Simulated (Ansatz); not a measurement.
Consider the hydrogenolysis of a Ge–F bond: `[F][Ge]([F])([SH])[Cl]` + H₂ → `[F][GeH]([SH])[Cl]` + H–F.

Program: Ansatz. Geometries: PBE0-D4/def2-TZVP. ΔE: electronic, gas phase. CBS: MP2 limit from def2 TZ/QZ plus the TZ coupled-cluster correction, frozen cores. This one scheme is used for every species. Functionals use def2-TZVPP. For Ge outer-core shells are correlated without core-valence functions, which leaves a few kJ/mol of doubt a bond. Scalar relativity is left out up to krypton. Each species was taken in one conformer, which may not be the lowest.

`[F][Ge]([F])([SH])[Cl]`:

Cartesian coordinates in Å:
```
F -1.119 1.638 0.593
Ge -0.415 0.163 0.088
F -1.368 -0.363 -1.236
S 1.645 0.578 -0.470
Cl -0.667 -1.283 1.607
H 1.924 -0.733 -0.581
```

H₂:

Z-matrix (Å, degrees):
```
H
H 1 0.746
```

`[F][GeH]([SH])[Cl]`:

Cartesian coordinates in Å:
```
F -0.167 -1.816 -0.330
Ge -0.151 -0.095 -0.496
S -0.808 0.830 1.375
Cl 1.888 0.368 -0.918
H -1.058 0.278 -1.666
H 0.295 0.435 2.035
```

H–F:

```xyz
2

F     0.041   -0.361    0.282
H    -0.041    0.361   -0.282
```

| level | ΔE (kcal/mol) |
| --- | --- |
| ωB97M-V | 10.1 |
| HF/def2-QZVPP | 9.4 |

(1) What does CCSD(T)/CBS give? (Best estimate.)

Largest T1 diagnostic among the species: 0.012.

## Answers

(1) Ansatz gave: +8.5 kcal/mol. The listed levels differ from it by 1.6, 0.9 kcal/mol.

From PBE to PBE0 (25 % exact exchange), in def2-TZVPP and without D4, ΔE moves by −1.1 kcal/mol. Leaving LDA and LC-ωPBE aside and taking each functional with its dispersion term where it has one, the values, not all of them listed here, spread over 3.5 kcal/mol, from HSE06-D4 to r2SCAN-D4. LDA lies −1.0 kcal/mol from PBE without D4. The D4 term adds +0.8 kcal/mol with B3LYP and +0.4 kcal/mol with PBE0; it sums over pairs of atoms, weighted by their polarisabilities, and B3LYP, whose exchange is more repulsive, gets the larger term.

B3LYP here is the variant with VWN-RPA as its local correlation; programs differ in this.
